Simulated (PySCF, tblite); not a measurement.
Isomers of C6H8NO (doublet state). Computed with GFN2-xTB (tblite): harmonic, unscaled wavenumbers at the GFN2-xTB geometry, gas phase. This tight-binding method is rough: wavenumbers can miss measured ones by several per cent, in bad cases by 10 to 20. One conformer each. Open shells enter through the occupations alone, without spin polarisation, and single modes of such species can be off by tens of per cent.

Electronic energies: B3LYP/pcH-1 single points on the GFN2-xTB geometries (PySCF, gas phase).

```json
{"SMILES": "C/C=C1/C[C]1NC=O", "electronic energy, lowest = 0 (kcal/mol)": "9.8"}
{"SMILES": "[CH2][C@@H]1C=C(C(N)=O)C1", "electronic energy, lowest = 0 (kcal/mol)": "3.4"}
{"SMILES": "C/C=C1/[CH][C@H]1NC=O", "electronic energy, lowest = 0 (kcal/mol)": "12.9"}
{"SMILES": "[CH]=C=CCC(=O)NC", "electronic energy, lowest = 0 (kcal/mol)": "0.0"}
```

Q: How do GFN2-xTB zero-point energies change the relative energies?

A: 
```csv
SMILES,ZPE (kcal/mol),of it from modes above 1550 cm⁻¹,electronic (kcal/mol),"with ZPE, lowest = 0 (kcal/mol)",lowest mode (cm⁻¹),rings
[CH]=C=CCC(=O)NC,77.0,41.1,0.0,0.0,36,0
[CH2][C@@H]1C=C(C(N)=O)C1,77.3,41.2,3.4,3.8,62,1
C/C=C1/C[C]1NC=O,77.6,39.7,9.8,10.4,60,1
C/C=C1/[CH][C@H]1NC=O,76.9,40.0,12.9,12.8,30,1
```

The zero-point energies span 0.7 kcal/mol, from `C/C=C1/[CH][C@H]1NC=O` to `C/C=C1/C[C]1NC=O`. The order is unchanged.

Q: And how do the electronic energies of GFN2-xTB itself compare?

A: `[CH]=C=CCC(=O)NC` 0.0; `[CH2][C@@H]1C=C(C(N)=O)C1` 6.6; `C/C=C1/C[C]1NC=O` 0.6; `C/C=C1/[CH][C@H]1NC=O` 7.8 kcal/mol, lowest = 0. Against the energies above, taken from the same isomer `[CH]=C=CCC(=O)NC`, the largest difference is 9.2 kcal/mol.

Q: What do entropy and thermal enthalpy add at 298.15 K and 1 bar (rigid rotor, harmonic oscillator, one conformer each)?

A: 
```csv
SMILES,point group,symmetry number,S (cal/(mol K)),H − H(0) (kcal/mol),ZPE + H − H(0) − TS (kcal/mol)
[CH]=C=CCC(=O)NC,C1,1,99.0,6.77,54.2
[CH2][C@@H]1C=C(C(N)=O)C1,C1,1,93.5,6.27,55.7
C/C=C1/C[C]1NC=O,Cs,1,95.8,6.38,55.4
C/C=C1/[CH][C@H]1NC=O,C1,1,96.5,6.44,54.5
```

S holds R ln(2S + 1) for the spin.
